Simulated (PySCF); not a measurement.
Molecule: C5H12Cd, SMILES C[CH2][Cd][CH](C)C. Atoms near the plane z = 0.8 Å, at the GFN2-xTB optimised geometry (x, y, z in Å): Cd1 (-0.6, -1.3, 0.0), C2 (1.7, -1.3, 0.0), H5 (2.1, -1.3, 1.0), H6 (1.7, 0.9, -0.1), C9 (-2.1, 0.3, 0.0), C11 (-1.8, 1.2, 1.2), H12 (-3.2, 0.0, 0.0), H17 (-2.4, 2.1, 1.2), H18 (-0.8, 1.5, 1.2).

Calculation: PBE0/def2-SVP, def2 effective core potentials past Kr in PySCF 2.14.0. The core electrons that the potentials of Cd replace are not part of the density. The values are rescaled to run from 0 to 1.

```
|1111111111111111111111111111111|
|1111111111111111111111111111111|
|1111111111111111111111111111111|
|1111111111111111111111111111111|
|1111111111100111111111111111111|
|1111111111100011111111111111111|
|1111111111100011111111111111111|
|1111111232100111111111111111111|
|1111112598311111111111111111111|
|1111112999843432111111111111111|
|1110012699999994222211100011111|
|1110001499999994222221100001111|
|1110001499999973222332100001111|
|1111112599999543222332100001111|
|1111123699996443322221110001111|
|1111135599976776421222110001111|
|1111123235569999632343210000111|
|1111111001399999944999410000011|
|1111100001599999957999920000001|
|1111100002699999947999920000001|
|1111111113699999923899410000001|
|1111111123599999510122100000001|
|1111111123468996300000000000001|
|1111111223345553200000000000011|
|1111111222334432110000000000011|
|1111111222233322110000000000111|
|1111111122222222111000000011111|
|1111111112222221111111111111111|
|1111111111222111111111111111111|
|1111111111111111111111111111111|
|1111111111111111111111111111111|
```
Scale: ten equal steps from 0.000 (start of '0') to 1.00 (end of '9'), in the order '0123456789'; x runs from -5.50 to 5.50, y from -5.50 (bottom) to 5.50 (top).

Problem. Which quantity is mapped?
A. an orbital amplitude
B. log10 of the electron density
C. electrostatic potential
D. deformation density (molecule minus spherical neutral atoms)

Solution. C, electrostatic potential. In full: electrostatic potential (hartree/e), clipped to [-0.08, 0.12].
